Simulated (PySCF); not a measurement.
PySCF input for CdCl, SMILES [Cl][Cd] (connectivity only; charge and spin as stated), neutral, multiplicity 2, r2SCAN-D4/def2-TZVPD. Coordinates come from a r2SCAN-D4/def2-TZVPD optimisation. The multiplicity is an assumed one; other spin states were not compared. The def2 effective core potentials stand for the cores of Cd; spin–orbit coupling is left out.

```python
import numpy as np
from pyscf import gto, scf, dft, df
from pyscf.hessian import thermo

mol = gto.M(
    atom='''
    Cd    0.00000000    0.00000000   -0.61757449
    Cl    0.00000000    0.00000000    1.74373974
    ''',
    basis='def2-TZVPD',
    ecp={'Cd': 'def2-tzvp'},
    charge=0,
    spin=1,
    max_memory=1600,
    verbose=3,
)
mf = dft.UKS(mol, xc='r2scan').density_fit(auxbasis='def2-universal-jkfit')
mf.disp = 'd4'
mf.grids.level = 4
mf.conv_tol = 1e-11
mf.max_cycle = 100
mf.kernel()
fine, coarse = mf.grids, dft.Grids(mol).set(level=1).build(with_non0tab=True)
for _ in range(3):  # follow internal instabilities
    mf.grids = coarse
    mo, _, stable, _ = mf.stability(return_status=True, nroots=4)
    mf.grids = fine
    if stable:
        break
    mf.kernel(mf.make_rdm1(mo, mf.mo_occ))

# [left out here: the lines that compute and print the analytic Hessian (its translational invariance restored by hand, since the grid's response is missing), thermochemistry and intensities]
```

Log of the run:

```

WARN: HOMO -0.678171500967825 >= LUMO -0.67817150096781

converged SCF energy = -628.030160317471  <S^2> = 0.75405838  2S+1 = 2.0040543
<class 'pyscf.df.df_jk.DFUKS'> wavefunction is stable in the internal stability analysis

WARN: MGGA Hessian is sensitive to dft grids. grids.level 4 may not be dense enough.


WARN: DFTD4 does not support analytical Hessian, using finite difference.


WARN: Mole.unit (angstrom) is changed to Bohr

Mode                                 0
Irrep
Freq [cm^-1]                      308.7641
Reduced mass [au]                  42.4115
Force const [Dyne/A]                2.3823
Char temp [K]                     444.2428
Normal mode                   x     y     z
       0  Cd                 0.00 -0.00  0.05
       1  Cl                 0.00  0.00 -0.15
temperature 298.1500 [K]
pressure 101325.00 [Pa]
Rotational constants [GHz] inf 3.36307 3.36307
Symmetry number 1
Zero-point energy (ZPE) 0.00070 [Eh]   1846.819 [J/mol]
                           tot       elec      trans        rot        vib
Entropy [J/mol/K]       253.400      5.763    171.058     70.851      5.728
Cv [J/mol/K]             27.719      0.000     12.472      8.314      6.933
Cp [J/mol/K]             36.034      0.000     20.786      8.314      6.933
Internal energy [J/mol]                      3718.434   2478.956   2921.462
Internal energy [Eh]   -628.02669  -628.03016
Enthalpy [J/mol]                             6197.391   2478.956   2921.462
Enthalpy [Eh]          -628.02574
Gibbs free energy [J/mol]                  -44803.563 -18645.358   1213.759
Gibbs free energy [Eh] -628.05452
mode   freq/cm-1   IR/(km/mol)
   1      308.76        32.549
max |gradient| / (hartree/bohr): 7.947981185110567e-05
APT charges: [ 0.5235 -0.5211]
```

The run converged.

Cost: very roughly 110 core-seconds.
